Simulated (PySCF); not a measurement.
Mg(NH2)2 (H4MgN2), SMILES [NH2][Mg][NH2]. Atoms are numbered in the order given.

```xyz
7

Mg     0.0000     0.0000     0.0000
N      0.0000     0.0000    -1.8899
H      0.5751     0.5751    -2.4887
H     -0.5751    -0.5751    -2.4887
N      0.0000     0.0000     1.8899
H      0.5751    -0.5751     2.4887
H     -0.5751     0.5751     2.4887
```

Geometry optimised at B3LYP-D3(BJ)/def2-TZVP. One conformer was computed; it need not be the lowest.

Method: PySCF with PBE0/pcJ-1.

Isotropic couplings with Fermi-contact, spin-dipole and both spin-orbit terms, one fixed conformer, no vibrational averaging. Isotopes: 14N, 1H.

Computed spin–spin coupling constants:
| pair | bonds apart | J (Hz) |
|---|---|---|
| N2–H3 | 1 | 48.2 |
| N2–H4 | 1 | 48.2 |
| N5–H6 | 1 | 48.2 |
| N5–H7 | 1 | 48.2 |
| N2–N5 | 2 | 1.6 |
| H3–H4 | 2 | -9.4 |
| H6–H7 | 2 | -9.4 |
| N2–H6 | 3 | 0.3 |
| N2–H7 | 3 | 0.3 |
| H3–N5 | 3 | 0.3 |
| H4–N5 | 3 | 0.3 |
| H3–H6 | 4 | -0.5 |
| H3–H7 | 4 | -0.5 |
| H4–H6 | 4 | -0.5 |
| H4–H7 | 4 | -0.5 |
